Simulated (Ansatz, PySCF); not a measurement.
C3H3N2, SMILES [c]1[nH]cnc1, multiplicity 2. Atoms are numbered in the order given.

```xyz
8

C      1.1749     0.2032     0.0000
C      0.2255     1.1951     0.0000
N     -1.0110     0.5896     0.0000
C     -0.8069    -0.7123     0.0000
N      0.5295    -1.0027     0.0000
H      0.3486     2.2761     0.0000
H     -1.5813    -1.4806     0.0000
H      0.9657    -1.9179     0.0000
```
Charge 0, spin multiplicity 2.

Coordinates come from a r2SCAN-D4/def2-SVP optimisation. The isomer is the one that the SMILES or the coordinates give; other isomers of the formula were not compared.

Two levels are set side by side: PBE-D3(BJ)/def2-SVP (Ansatz, a program for electronic structure) and r2SCAN-D4/def2-SVP (Ansatz). Each level has its own optimised geometry; the coordinates shown are those of the second. Frequencies come from the Hessian of PySCF at each geometry. Differences are taken from unrounded values.

| quantity | r2SCAN-D4 |
|---|---|
| mean bond length (Å) | 1.249 |
| bond C1–C2 (Å) | 1.373 |
| bond C1–N5 (Å) | 1.368 |
| bond C2–N3 (Å) | 1.377 |
| bond N3–C4 (Å) | 1.318 |
| bond C4–N5 (Å) | 1.368 |
| bond C2–H6 (Å) | 1.088 |
| bond C4–H7 (Å) | 1.091 |
| bond N5–H8 (Å) | 1.014 |
| highest harmonic wavenumber (cm⁻¹) | 3641 |
| mean harmonic wavenumber (cm⁻¹) | 1427 |
| zero-point energy (kcal/mol) | 36.72 |

**Question.** What does PBE-D3(BJ) give, and how far is it from r2SCAN-D4? (An estimate is asked for; the answer gives what the named calculation found.)

**Answer.** 
```
quantity                            PBE-D3(BJ)  PBE-D3(BJ) minus r2SCAN-D4
----------------------------------  ----------  --------------------------
mean bond length (Å)                     1.256                       0.007
bond C1–C2 (Å)                           1.381                       0.008
bond C1–N5 (Å)                           1.375                       0.008
bond C2–N3 (Å)                           1.381                       0.004
bond N3–C4 (Å)                           1.328                       0.010
bond C4–N5 (Å)                           1.370                       0.002
bond C2–H6 (Å)                           1.095                       0.007
bond C4–H7 (Å)                           1.098                       0.007
bond N5–H8 (Å)                           1.021                       0.007
highest harmonic wavenumber (cm⁻¹)        3556                         -85
mean harmonic wavenumber (cm⁻¹)           1392                         -35
zero-point energy (kcal/mol)             35.81                       -0.91
```
